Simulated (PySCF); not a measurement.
**SMILES Clc1cnn(C2CC2)c1, C₆H₇ClN₂**

Molfile (atoms numbered from 1):
```
C6H7ClN2
     RDKit          3D

 16 17  0  0  0  0  0  0  0  0999 V2000
    3.8961    1.3076    0.3830 Cl  0  0  0  0  0  0  0  0  0  0  0  0
    2.4271    0.4554    0.1580 C   0  0  0  0  0  0  0  0  0  0  0  0
    2.2413   -0.9344    0.1063 C   0  0  0  0  0  0  0  0  0  0  0  0
    0.9674   -1.2132   -0.0756 N   0  0  0  0  0  0  0  0  0  0  0  0
    0.3276   -0.0518   -0.1435 N   0  0  0  0  0  0  0  0  0  0  0  0
   -1.0780    0.0084   -0.3549 C   0  0  0  0  0  0  0  0  0  0  0  0
   -1.9405    0.5855    0.7304 C   0  0  0  0  0  0  0  0  0  0  0  0
   -1.9541   -0.8876    0.4664 C   0  0  0  0  0  0  0  0  0  0  0  0
    1.1691    0.9949   -0.0078 C   0  0  0  0  0  0  0  0  0  0  0  0
    2.9712   -1.7122    0.1936 H   0  0  0  0  0  0  0  0  0  0  0  0
   -1.3516    0.1951   -1.3883 H   0  0  0  0  0  0  0  0  0  0  0  0
   -1.4482    0.9355    1.6247 H   0  0  0  0  0  0  0  0  0  0  0  0
   -2.7940    1.1774    0.4381 H   0  0  0  0  0  0  0  0  0  0  0  0
   -2.8167   -1.3269   -0.0086 H   0  0  0  0  0  0  0  0  0  0  0  0
   -1.4602   -1.5361    1.1720 H   0  0  0  0  0  0  0  0  0  0  0  0
    0.8360    2.0113   -0.0377 H   0  0  0  0  0  0  0  0  0  0  0  0
  1  2  1  0
  2  3  1  0
  3  4  2  0
  4  5  1  0
  5  6  1  0
  6  7  1  0
  7  8  1  0
  5  9  1  0
  9  2  2  0
  8  6  1  0
  3 10  1  0
  6 11  1  0
  7 12  1  0
  7 13  1  0
  8 14  1  0
  8 15  1  0
  9 16  1  0
M  END
```

Computed, not measured: GIAO B97-2/pcSseg-1 magnetisability, rotational g tensor and spin-rotation constants, non-relativistic, gas phase in PySCF. Geometry: GFN2-xTB.

(1) Give the nuclear spin-rotation constants along the inertial axes (H = +C I·J) beside the isotropic shieldings.

Results:

(1) Rotational constants 4.5292, 0.7212, 0.6481 GHz. A star marks the isotopologue with that one atom substituted, in its own axes.
```csv
atom,isotope,Caa (kHz),Cbb (kHz),Ccc (kHz),mean (kHz),σ (ppm)
Cl1,35Cl,0.428,0.191,0.123,0.247,837.6
N4,14N,1.001,0.169,0.049,0.406,-76.0
N5,14N,0.793,0.093,0.053,0.313,32.2
H10,1H,-0.215,0.036,-0.064,-0.081,24.5
H11,1H,-0.433,-0.077,0.022,-0.163,28.4
H12,1H,-0.380,-0.070,-0.022,-0.157,31.1
H13,1H,-0.297,-0.035,-0.063,-0.132,30.9
H14,1H,-0.060,-0.072,-0.062,-0.065,30.8
H15,1H,-0.428,-0.049,-0.024,-0.167,30.4
H16,1H,-0.471,0.077,-0.068,-0.154,24.4
C2,13C*,1.832,0.218,0.123,0.724,65.8
C3,13C*,1.625,0.304,0.125,0.685,48.1
C6,13C*,0.558,0.126,0.126,0.270,152.8
C7,13C*,0.426,0.133,0.073,0.211,175.3
C9,13C*,1.516,0.307,0.119,0.647,55.1
```
For the geometry as given, no vibrational averaging.
